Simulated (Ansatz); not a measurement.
Start from `N[Si](O)(O)O` and change one atom or group to get `O[SiH2]C[Si](O)(O)O`.

Ansatz, PBE0-D4/def2-TZVP geometries, multiplicity 1. Each molecule was computed in one conformer, which needn't be the lowest.

```json
{"property": "LUMO energy (PBE/def2-TZVPP) / eV", "`N[Si](O)(O)O`": "-0.28"}
{"property": "HOMO energy (ωB97M-V/def2-TZVPP) / eV", "`N[Si](O)(O)O`": "-10.02"}
{"property": "HOMO–LUMO gap (PBE0/def2-TZVPP) / eV", "`N[Si](O)(O)O`": "8.18"}
{"property": "HOMO energy (PBE0/def2-TZVPP) / eV", "`N[Si](O)(O)O`": "-7.59"}
{"property": "HOMO–LUMO gap (PBE/def2-TZVPP) / eV", "`N[Si](O)(O)O`": "5.78"}
{"property": "size of the dipole moment (ωB97M-V/def2-TZVPP) / D", "`N[Si](O)(O)O`": "1.07"}
```

(1) What does the change do to each property? (Best estimate.)

Results:

(1) Computed: 
| property | `O[SiH2]C[Si](O)(O)O` | shift |
| --- | --- | --- |
| LUMO energy (PBE/def2-TZVPP) / eV | -0.56 | -0.28 |
| HOMO energy (ωB97M-V/def2-TZVPP) / eV | -10.68 | -0.66 |
| HOMO–LUMO gap (PBE0/def2-TZVPP) / eV | 8.66 | 0.48 |
| HOMO energy (PBE0/def2-TZVPP) / eV | -8.36 | -0.77 |
| HOMO–LUMO gap (PBE/def2-TZVPP) / eV | 6.29 | 0.51 |
| size of the dipole moment (ωB97M-V/def2-TZVPP) / D | 2.39 | 1.32 |

With PBE0 the HOMO falls by 0.77 eV and the LUMO falls by 0.29 eV, so the gap widens by about 0.48 eV. PBE moves the HOMO by -0.79 eV and ωB97M-V by -0.66 eV. Dipoles are sizes alone; their direction can turn.
